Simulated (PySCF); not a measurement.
## Dipole moment and polarisability of `C=C1C=C(C)/C1=C\BN`

Compound: C₇H₁₀BN.
SMILES with atom numbers: `[CH2:1]=[C:2]1[CH:3]=[C:4]([CH3:5])/[C:6]1=[CH:7]\[BH:8][NH2:9]` (hydrogens: H10, H11 on C1; H12 on C3; H13, H14, H15 on C5; H16 on C7; H17 on B8; H18, H19 on N9)

Structure used (PBE0-D3(BJ)/def2-SVP), in Å, numbered top down from 1:
```xyz
19
C7H10BN angstrom
C     -2.373   -2.082   -0.368
C     -1.822   -0.875   -0.228
C     -2.274    0.527   -0.161
C     -1.004    1.013   -0.017
C     -0.423    2.365    0.132
C     -0.420   -0.353   -0.067
C      0.799   -0.917    0.004
B      2.132   -0.148    0.188
N      3.346   -0.834    0.281
H     -3.453   -2.207   -0.472
H     -1.752   -2.981   -0.383
H     -3.256    1.003   -0.208
H      0.153    2.440    1.068
H     -1.204    3.138    0.131
H      0.287    2.575   -0.684
H      0.810   -2.014   -0.074
H      2.171    1.062    0.259
H      4.236   -0.372    0.402
H      3.415   -1.843    0.233
```

Level: B3LYP/def2-SVPD (PySCF), static field, nuclei fixed, core orbitals frozen in the response. The polarisability tensor in these axes (au):

```
x   159.01   3.74   8.85
y     3.74 128.93   4.70
z     8.85   4.70  68.41
```

Problem. Diagonalise the tensor; give its mean and Δα, where Δα² is half the sum of the squared differences of the eigenvalues.

Solution. Principal values 67.25, 128.67 and 160.43 au; mean 118.78 au = 17.60 Å³ = 19.58 × 10⁻⁴⁰ C²·m²/J; Δα = 82.05 au (69 % of the mean).

Problem. What is the dipole moment, and where does it point?

Solution. (0.97, 0.40, 0.16) D, 1.06 D in size, pointing from the negative to the positive side. Measured along this direction, the outermost atoms are H10 at the negative end and H18 at the positive end.

Problem. What depolarisation ratio follows for Rayleigh scattering of linearly polarised light, taking the static tensor?

Solution. ρ = 3Δα²/(45ᾱ² + 4Δα²) = 20195.5/(634927 + 26927.4) = 0.0305.

Problem. Refractivity n − 1 of an ideal gas of it at 298.15 K and 1 atm, from the electronic α?

Solution. N = p/kT = 2.4615 × 10¹⁹ cm⁻³, so n − 1 = 2π × N × 17.60 × 10⁻²⁴ cm³ = 2722 × 10⁻⁶ at long wavelengths, for an ideal gas.

Problem. Traceless (Buckingham) quadrupole moment about the centre of nuclear charge: eigenvalues?

Solution. -11.81, -2.44, 14.24 D·Å. The values depend on the origin, since the dipole doesn't vanish. The electronic extent ⟨r²⟩ about the same centre is 1510 bohr², a root-mean-square distance of 2.57 Å for the 64 electrons.

One conformer (not necessarily the lowest) at the PBE0-D3(BJ)/def2-SVP geometry, without solvent, vibrations or thermal averaging.
